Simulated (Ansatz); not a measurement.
Cost and result for the atomization energy of `N=C(S)N[SiH2]O` (12 atoms, 11 bonds).

Cartesian coordinates in Å:
```
N -1.516 0.996 -0.028
C -0.419 0.967 0.607
S 0.102 2.388 1.529
N 0.493 -0.068 0.682
Si 0.527 -1.450 -0.371
O 1.088 -1.133 -1.876
H -1.729 0.103 -0.468
H -1.035 3.062 1.303
H 1.286 0.099 1.283
H 1.490 -2.385 0.241
H -0.851 -1.995 -0.440
H 0.565 -0.582 -2.461
```

The species carries charge 0 and has multiplicity 1. Geometry: relaxed with PBE0-D4/def2-TZVP. It is one conformer, not always the lowest. Program: Ansatz. All runs use 2 threads of an AMD EPYC 7R13 on a shared host and a share of an NVIDIA H100 80 GB. Times are those of one run each, without the atoms' runs, and a repeat can differ threefold. Electronic energies, without spin–orbit coupling; frozen cores. CCSD(T)/CBS adds CCSD(T) − MP2 in def2-TZVPP to the MP2 limit, and its time is that of the two runs behind it. T1 = 0.013. B3LYP takes the VWN-RPA correlation (the form of Gaussian; ORCA's B3LYP/G).

CCSD(T)/CBS is a level of theory with its own doubt, some kJ/mol a heavy atom from the limit and from the frozen cores, so smaller differences don't rank the functionals.

```json
{"level": "B2PLYP/def2-TZVPP", "functions": "292", "wall time": "2.4 s", "atomization (kcal/mol)": "1035.9", "difference from CCSD(T)/CBS": "-12.6", "per bond": "-1.1"}
{"level": "PBE0-D4/def2-TZVPP", "functions": "292", "wall time": "2.5 s", "atomization (kcal/mol)": "1047.8", "difference from CCSD(T)/CBS": "-0.7", "per bond": "-0.1"}
{"level": "PBE-D4/def2-TZVPP (with forces)", "functions": "292", "wall time": "2.6 s", "atomization (kcal/mol)": "1077.8", "difference from CCSD(T)/CBS": "29.3", "per bond": "2.7"}
{"level": "r2SCAN-D4/def2-TZVPP (with forces)", "functions": "292", "wall time": "2.9 s", "atomization (kcal/mol)": "1048.2", "difference from CCSD(T)/CBS": "-0.3", "per bond": "0.0"}
{"level": "B3LYP-D4/def2-TZVPP (with forces)", "functions": "292", "wall time": "3.1 s", "atomization (kcal/mol)": "1050.8", "difference from CCSD(T)/CBS": "2.3", "per bond": "0.2"}
{"level": "ωB97X-V/def2-TZVPP", "functions": "292", "wall time": "3.4 s", "atomization (kcal/mol)": "1055.2", "difference from CCSD(T)/CBS": "6.7", "per bond": "0.6"}
{"level": "ωB97M-V/def2-TZVPP (with forces)", "functions": "292", "wall time": "4 s", "atomization (kcal/mol)": "1055.1", "difference from CCSD(T)/CBS": "6.6", "per bond": "0.6"}
{"level": "MP2/def2-QZVPP", "functions": "548", "wall time": "4.1 s", "atomization (kcal/mol)": "1056.7", "difference from CCSD(T)/CBS": "8.2", "per bond": "0.7"}
{"level": "CCSD(T)/def2-TZVPP", "functions": "292", "wall time": "4.9 s", "atomization (kcal/mol)": "1011.7", "difference from CCSD(T)/CBS": "-36.8", "per bond": "-3.4"}
{"level": "CCSD(T)/CBS(def2)", "functions": "–", "wall time": "9.1 s", "atomization (kcal/mol)": "1048.5", "difference from CCSD(T)/CBS": "0.0", "per bond": "0.0"}
```

From PBE to PBE0 (25 % exact exchange), in def2-TZVPP and without D4, the atomization energy moves by −28.9 kcal/mol: exact exchange takes away binding that semilocal exchange gives to molecules. In def2-TZVPP, CCSD(T) changes the Hartree–Fock value by +313.7 kcal/mol (the triples alone add +21.2 kcal/mol) and MP2 by +336.7 kcal/mol; breaking electron pairs costs correlation energy, which Hartree–Fock lacks. The D4 term adds +11.7 kcal/mol with B3LYP and +6.2 kcal/mol with PBE0; it sums over pairs of atoms, weighted by their polarisabilities, and B3LYP, whose exchange is more repulsive, gets the larger term.
